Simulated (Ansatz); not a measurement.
C₂H₆BFOSi, SMILES `OC1([SiH2]F)BC1` at its PBE0-D4/def2-TZVP geometry, where that method's forces vanish. Charge 0, multiplicity 1.

| atom | x (Å) | y (Å) | z (Å) |
| --- | --- | --- | --- |
| O1 | -0.307 | 0.587 | -1.662 |
| C2 | -0.202 | 0.149 | -0.313 |
| Si3 | 0.990 | -1.247 | -0.068 |
| F4 | 0.434 | -2.565 | -0.793 |
| B5 | -1.349 | 0.457 | 0.655 |
| C6 | -0.069 | 1.255 | 0.764 |
| H7 | -0.996 | 0.070 | -2.089 |
| H8 | 2.300 | -0.932 | -0.688 |
| H9 | 1.142 | -1.544 | 1.380 |
| H10 | -2.506 | 0.358 | 0.884 |
| H11 | 0.712 | 1.123 | 1.506 |
| H12 | -0.150 | 2.288 | 0.424 |

Q: For each bond, give half the difference of the two atoms' forces along it (eV/Å; positive pushes the atoms apart) under PBE-D4, r2SCAN-D4, B3LYP-D4, ωB97M-V in def2-TZVPP. (Best estimate.)

A: Ansatz gave: 
```tsv
bond	length (Å)	PBE-D4	r2SCAN-D4	B3LYP-D4	ωB97M-V
O1–C2	1.422	0.35	0.38	0.35	0.27
O1–H7	0.962	0.38	-0.01	-0.06	-0.11
C2–Si3	1.852	-0.13	-0.13	-0.06	-0.10
C2–B5	1.532	-0.01	-0.03	-0.01	0.06
C2–C6	1.550	0.05	0.08	0.11	0.10
Si3–F4	1.604	0.51	0.03	0.20	0.20
Si3–H8	1.483	0.04	-0.02	-0.12	-0.17
Si3–H9	1.486	-0.01	-0.03	-0.11	-0.14
B5–C6	1.512	0.07	0.07	0.15	0.19
B5–H10	1.183	0.01	-0.05	-0.14	-0.20
C6–H11	1.086	0.09	-0.05	-0.10	-0.11
C6–H12	1.091	0.10	-0.04	-0.11	-0.10
```

B3LYP here is the variant with VWN-RPA as its local correlation; programs differ in this.
